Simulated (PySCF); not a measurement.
Rows and methods have been separated. Pair them.

Compound: C₃H₈BN.
Numbering: `[NH2:1][BH:2][CH:3]1[CH2:4][CH2:5]1` (hydrogens: H6, H7 on N1; H8 on B2; H9 on C3; H10, H11 on C4; H12, H13 on C5)

The closed-shell ground state was solved 7 times with PySCF (density fitting, gas phase), always in the pcSseg-2 basis (292 functions), with these functionals: B97-2, CAM-B3LYP, HF, KT3, LC-wPBE, PBE0 and wB97X-D. The structure is a single PBE0-D3(BJ)/def2-SVP conformer in the gas phase; no vibrational or solvent corrections.

| row | total energy (Eh) | HOMO (eV) | LUMO (eV) | dipole (D) |
| --- | --- | --- | --- | --- |
| P | -198.7068 | -10.52 | 2.52 | 1.49 |
| Q | -202.0566 | -6.52 | -0.32 | 1.49 |
| R | -198.7617 | -7.48 | 0.59 | 1.49 |
| S | -198.7678 | -9.61 | 2.34 | 1.49 |
| T | -198.7212 | -9.12 | 1.36 | 1.49 |
| U | -198.5850 | -7.75 | 0.58 | 1.50 |
| V | -197.4789 | -10.75 | 2.83 | 1.34 |

Problem. Which functional belongs to which row?

Solution. P = LC-wPBE, Q = KT3, R = B97-2, S = wB97X-D, T = CAM-B3LYP, U = PBE0, V = HF. By rising HOMO–LUMO gap: KT3 (GGA) 6.20 eV; B97-2 (global hybrid, 21 % exact exchange) 8.07 eV; PBE0 (global hybrid, 25 % exact exchange) 8.33 eV; CAM-B3LYP (range-separated hybrid) 10.48 eV; wB97X-D (range-separated hybrid) 11.95 eV; LC-wPBE (range-separated hybrid) 13.04 eV; HF (all exact exchange) 13.58 eV. Total energies of different functionals aren't bounds to one another; each is stationary for its own functional.

Conformer computed: `[NH2:1][BH:2][CH:3]1[CH2:4][CH2:5]1`: N1–B2–C3–C4 147°, H–N1–B2–C3 180°, H–N1–B2–C3 0°.

wB97X-D is run here without its empirical dispersion term; that term would change no orbital, density or response property at a fixed geometry.
